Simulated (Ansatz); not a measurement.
Molecule: sum formula Si3N2H9, charge -1, multiplicity 1. It need not be the lowest isomer of its formula. Whether it binds its extra electron was not tested at this geometry. 
Structure (B3LYP-D3(BJ)/def2-TZVP (Ansatz, a first-principles code) minimum search):
```xyz
14

Si    -0.1963    -0.4818    -0.0380
N     -1.1969     0.7898     0.4297
Si    -3.0582     0.6750     0.5165
N      1.5038    -0.1384     0.3025
Si     2.8439    -0.3356    -0.7361
H     -0.6159    -1.7175     0.6671
H     -0.1006    -0.8293    -1.4958
H     -0.8788     1.7205     0.2053
H     -3.1405    -0.3718     1.6430
H     -3.2692    -0.3929    -0.5846
H      1.6991     0.1873     1.2383
H      3.1712    -1.7509    -1.0768
H      2.6766     0.3611    -2.0394
H      4.0581     0.2264    -0.0766
```
Charge -1, spin multiplicity 1.

Total electronic energies in hartree. Correlated levels leave the core frozen unless marked. No spin-orbit coupling. Non-relativistic unless marked X2C. CBS(X,Y): correlation extrapolated as X^-3; Hartree-Fock from the larger set. [CCSD(T)-MP2]/basis is that difference in the basis named.

| level | program | energy (Eh) |
|---|---|---|
| HF/STO-3G | Ansatz | -969.39028 |
| HF/aug-cc-pV(D+d)Z | Ansatz | -981.03819 |
| HF/cc-pV(D+d)Z | Ansatz | -981.01706 |
| SVWN5/def2-TZVPD | Ansatz | -979.14883 |
| PBE-D4/def2-TZVPD | Ansatz + dftd4 | -982.97942 |
| BLYP-D4/def2-TZVPD | Ansatz + dftd4 | -983.53752 |
| B97M-V/def2-TZVPD | Ansatz | -983.33129 |
| PBE0-D4/def2-TZVP | Ansatz + dftd4 | -983.07090 |
| PBE0-D4/def2-TZVPD | Ansatz + dftd4 | -983.07518 |
| BHLYP-D4/def2-TZVPD | Ansatz + dftd4 | -983.51974 |
| r2SCANh-D4/def2-TZVPD | Ansatz + dftd4 | -983.41445 |
| LC-wPBE-D4/def2-TZVPD | Ansatz + dftd4 | -983.24161 |
| wB97M-V/def2-TZVPD | Ansatz | -983.44742 |
| B2GP-PLYP-D4/def2-TZVPD | Ansatz + dftd4 | -982.96611 |
| B2GP-PLYP/def2-TZVPD | Ansatz | -982.95946 |
| MP2/aug-cc-pV(T+d)Z | Ansatz | -981.94684 |
| RI-MP2/cc-pV(Q+d)Z | Ansatz | -982.00117 |
| SCS-MP2/aug-cc-pV(D+d)Z | Ansatz | -981.74449 |
| SCS-MP2/cc-pV(T+d)Z | Ansatz | -981.93633 |
| CCSD/cc-pwCVTZ | Ansatz | -981.99783 |
| CCSD(T)/aug-cc-pV(D+d)Z | Ansatz | -981.83691 |
| X2C-CCSD(T)/cc-pVTZ-DK | Ansatz | -983.87068 |
| RI-MP2/CBS(aug-cc-pV(T+d)Z,aug-cc-pV(Q+d)Z)+[CCSD(T)-MP2]/aug-cc-pV(T+d)Z | Ansatz | -982.1481 |

Totals of different functionals don't rank their quality; only differences between species are comparable.
